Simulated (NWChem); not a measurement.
Molecule: BF

```xyz
2

B      0.0000     0.0000    -0.8151
F      0.0000     0.0000     0.4596
```
Atoms are numbered in this order, from 1.

Geometry: optimised at PBE-D3(BJ)/def2-SVP.

Split the isotropic spin-spin couplings (Hz) from B3LYP/pcJ-1 (NWChem) into Fermi-contact, spin-dipolar, paramagnetic and diamagnetic spin-orbit terms, for the pairs 1–2.


```csv
pair,FC,SD,PSO,DSO,total
11B(1)–19F(2),-297.31,-8.45,-105.66,-0.36,-411.79
```
